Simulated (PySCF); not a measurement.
In(H)(NH2)2 (H₅InN₂), SMILES [NH2][InH][NH2].

Geometry optimised at PBE0-D3(BJ)/def2-SVP. The def2 effective core potentials stand for the cores of In; spin–orbit coupling is left out. Other conformers were not sampled.

All values below come from PySCF with TDA-B3LYP/def2-SVPD.

Vertical excitations. The molecule is in vacuum. State labels are in the subgroup Cs.

Computed UV-visible absorptions:
| state | symmetry | energy (eV) | λ (nm) | f | main pairs |
|---|---|---|---|---|---|
| S1 | A" | 4.75 | 261 | 0.021 | HOMO→LUMO 54 %, HOMO→LUMO+1 44 % |
| S2 | A" | 5.18 | 239 | 0.066 | HOMO→LUMO+1 53 %, HOMO→LUMO 41 % |
| S3 | A' | 5.44 | 228 | 0.129 | HOMO−1→LUMO 61 %, HOMO−1→LUMO+1 34 % |
| S4 | A' | 5.75 | 215 | 0.035 | HOMO−1→LUMO+1 49 %, HOMO−1→LUMO 32 %, HOMO→LUMO+2 16 % |
| S5 | A' | 5.95 | 208 | 0.022 | HOMO→LUMO+2 80 %, HOMO−1→LUMO+1 15 % |
| S6 | A" | 6.10 | 203 | 0.005 | HOMO→LUMO+3 94 % |
| S7 | A" | 6.52 | 190 | 0.002 | HOMO−1→LUMO+2 92 % |
| S8 | A' | 6.71 | 185 | 0.052 | HOMO−1→LUMO+3 74 %, HOMO−2→LUMO 13 % |
| S9 | A' | 6.81 | 182 | 0.032 | HOMO−2→LUMO 71 %, HOMO−1→LUMO+3 18 % |
| S10 | A" | 6.98 | 178 | 0.001 | HOMO→LUMO+4 90 % |
| T1 | A" | 4.04 | 307 | 0 | HOMO→LUMO 96 % |
| T2 | A' | 4.57 | 271 | 0 | HOMO−1→LUMO 93 % |
| T3 | A" | 4.58 | 271 | 0 | HOMO→LUMO+1 96 % |
| T4 | A' | 5.10 | 243 | 0 | HOMO−1→LUMO+1 87 % |
Triplets are in the Tamm–Dancoff approximation.
